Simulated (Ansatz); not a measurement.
`Cl[SiH2][SeH]`. Total charge 0; spin multiplicity 1.

```tsv
atom	x (Å)	y (Å)	z (Å)
Cl1	1.922	-0.715	1.147
Si2	0.078	-0.117	0.484
Se3	0.313	0.287	-1.738
H4	-0.891	-1.205	0.743
H5	-0.313	1.103	1.226
H6	-1.109	0.646	-1.861
```

**Question.** What are the harmonic wavenumbers in cm⁻¹ at PBE0-D4/def2-TZVP (Ansatz, finite differences of forces, unscaled)? (Best estimate.)

**Answer.** The calculation gave: 72, 132, 407, 554, 561, 644, 660, 844, 961, 2243, 2253, 2431.

**Question.** Is this a minimum?

**Answer.** Yes, all 12 modes are real.

**Question.** Give the ideal-gas thermochemistry at 298.15 K and 1 bar (rigid rotor, harmonic oscillator; point group Cs, symmetry number 1).

**Answer.** Zero-point energy 70.4 kJ/mol; H(298) − E = 86.9 kJ/mol; entropy 325.8 J/(mol·K), of which translation 171.0, rotation 112.9, vibration 41.9; G(298) − E = -10.3 kJ/mol. Modes under 100 cm⁻¹ are hindered rotations or soft bends, so the harmonic entropy is rough.

**Question.** Rotational constants (cm⁻¹)?

**Answer.** 0.3626, 0.05328, 0.04722.
